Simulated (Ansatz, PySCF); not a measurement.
Gas-phase reaction (SMILES): [AlH3] (AlH3) + O (H2O) -> [OH][AlH2] + [H][H] (H2); water cleaves one Al-H bond, a model of a ligand-exchange step.

Each molecule is optimised on its own at B3LYP-D3(BJ)/def2-TZVP (Ansatz, a first-principles code), one conformer each, not searched for the lowest. Correlated levels leave the core frozen unless marked. No spin-orbit coupling. No relativistic terms. CBS(X,Y): correlation extrapolated as X^-3; Hartree-Fock from the larger set (for Q and 5 zeta extrapolated as (X+1)exp(-9√X)). Thermal terms are rigid-rotor harmonic-oscillator values from B3LYP-D3(BJ) frequencies (Ansatz or PySCF) at 298.15 K and 1 atm. 1 Eh = 627.5095 kcal/mol.

```tsv
species	E, CCSD(T)/CBS(cc-pV(Q+d)Z,cc-pV(5+d)Z) (Ansatz) (Eh)	E, PBE0-D4/def2-TZVPD (Ansatz + dftd4) (Eh)	H - E (Eh)	G - E (Eh)
[AlH3] (AlH3)	-243.77576	-244.07975	0.02256	-0.00097
O (H2O)	-76.37670	-76.38102	0.02495	0.00353
[OH][AlH2]	-319.02646	-319.33669	0.03129	0.00261
[H][H] (H2)	-1.17453	-1.16831	0.01336	-0.00144
```

Work out ΔE and ΔH, ΔG, ΔS and the equilibrium constant at 298.15 K at the first level, then ΔH at the second.


1. ΔE = [(-319.02646) + (-1.17453)] - [(-243.77576) + (-76.37670)] = -0.04853 Eh = -30.5 kcal/mol at CCSD(T)/CBS(cc-pV(Q+d)Z,cc-pV(5+d)Z).
2. The terms H - E add up to -0.00286 Eh, so ΔH = (-0.04853 + (-0.00286))×627.5095 = -32.2 kcal/mol.
3. The terms G - E add up to -0.00139 Eh, so ΔG = -31.3 kcal/mol, and ΔS = (-0.00286 - (-0.00139))×627509.5/298.15 = -3.1 cal/(mol K).
4. log10 K = -ΔG/(RT ln 10) = 22.9, with RT ln 10 = 1.3642 kcal/mol.
5. At PBE0-D4/def2-TZVPD the same steps give ΔE = -27.8 and ΔH = -29.5 kcal/mol, a shift of +2.7 from the first level.
6. These values are not checked against measurement here, since the tables used lack a sound gas-phase enthalpy of formation for at least one species.
